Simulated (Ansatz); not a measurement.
Two members of one family (Series Mo(N)X3), computed with Ansatz in the gas phase; def2 core potentials for Mo, no spin–orbit coupling. The two geometries come from different levels. Binding counts from free atoms in the multiplicity of their measured ground term, without zero-point energy. Names give formal oxidation states. The structures are stationary points that may keep the symmetry of their start. Remarks come from the PBE and PBE0 runs and from stability tests at other levels; not every state was tested.

First: MoNF3 (singlet, charge 0, PBE-D4/def2-SVP geometry).

Cartesian coordinates in Å:
```
Mo -0.0116 -0.0408 -0.0116
N 0.4147 1.4816 0.4285
F -0.2593 -0.9449 1.5869
F 1.4227 -0.6645 -1.0057
F -1.5665 0.1687 -0.9981
```

```csv
level,HOMO (eV),LUMO (eV),gap (eV),binding per atom (eV)
r2SCANh-D4/def2-TZVP,-9.37,-3.89,5.48,4.11
PBE0-D4/def2-SVP,-9.99,-3.39,6.61,4.21
PBE0-D4/def2-TZVPD,-9.99,-3.38,6.61,4.16
LC-ωPBE/def2-TZVP,-12.81,-0.98,11.83,4.17
ωB97M-V/def2-TZVP,-12.37,-1.11,11.26,4.20
```

Metal–donor distances: 1 × N 1.64 Å, 3 × F 1.85 Å. Remarks: restricted SCF unstable in HF.

Second: MoN(OH)3 (singlet, charge 0, B3LYP-D4/def2-SVP geometry).

```xyz
8

Mo    0.0400   -0.0002    0.0018
N    -1.5961    0.0214   -0.0614
O     0.6279    1.6045   -0.7973
H     0.0178    2.2646   -1.1533
O     0.5932   -1.5245   -0.9639
H    -0.0321   -2.1298   -1.3865
O     0.5049   -0.1032    1.8276
H    -0.1556   -0.1329    2.5331
```

What does the change do? Estimate second minus first.


```tsv
level	Δ HOMO (eV)	Δ LUMO (eV)	Δ gap (eV)	Δ binding per atom (eV)
r2SCANh-D4/def2-TZVP	1.42	1.87	0.45	-0.12
PBE0-D4/def2-SVP	1.47	1.94	0.47	-0.18
PBE0-D4/def2-TZVPD	1.36	1.74	0.39	-0.14
LC-ωPBE/def2-TZVP	1.43	1.68	0.25	-0.17
ωB97M-V/def2-TZVP	1.38	1.71	0.33	-0.13
```

Metal–donor distances: 1 × N 1.64 Å, 3 × O 1.89 Å. Remarks: restricted SCF unstable in HF.
